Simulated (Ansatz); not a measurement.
Program: Ansatz. Geometries: PBE0-D4/def2-TZVP. ΔE: electronic, gas phase. CCSD(T)/CBS is the MP2 limit (def2-TZVPP, def2-QZVPP) plus CCSD(T) − MP2 in def2-TZVPP, frozen cores. DFT in def2-TZVPP. One conformer a species, not always the lowest.

Consider the isomerisation: `C=NBC[SiH3]` → `C=CB(N)[SiH3]`.

`C=NBC[SiH3]`:

```xyz
13

C     1.705   -0.817   -1.953
N     1.352   -0.297   -0.884
B     0.960    0.280    0.284
C    -0.242   -0.282    1.123
Si   -1.813    0.666    0.733
H     2.482   -1.587   -1.988
H     1.256   -0.526   -2.909
H     1.555    1.267    0.619
H    -0.053   -0.160    2.194
H    -0.436   -1.340    0.924
H    -2.195    0.474   -0.693
H    -2.945    0.200    1.582
H    -1.626    2.123    0.970
```

`C=CB(N)[SiH3]`:

Cartesian coordinates in Å:
```
C -1.392 -1.731 -0.570
C -0.667 -1.073 0.335
B 0.341 0.059 -0.030
N 1.180 -0.099 -1.129
Si 0.431 1.776 1.042
H -2.129 -2.481 -0.295
H -1.298 -1.525 -1.633
H -0.854 -1.302 1.384
H 1.823 0.605 -1.448
H 1.205 -0.949 -1.671
H -0.866 2.511 1.015
H 0.744 1.504 2.475
H 1.481 2.705 0.525
```

Question: Is it downhill or uphill in electronic energy at CCSD(T)/CBS, and by how much? (Best estimate.)

Answer: Ansatz gave: Downhill: ΔE = -32.1 kJ/mol.

Question: What do these levels give: PBE0-D4, ωB97M-V, PBE, PBE0, HF/CBS(def2), CCSD/CBS(def2)? (Best estimate.)

Answer: Computed: PBE0-D4 -26.8, ωB97M-V -24.1, PBE -21.0, PBE0 -25.8, HF/CBS(def2) -26.0, CCSD/CBS(def2) -32.2 kJ/mol.

Largest T1 diagnostic among the species: 0.014.

From PBE to PBE0 (25 % exact exchange), in def2-TZVPP and without D4, ΔE moves by −4.8 kJ/mol.
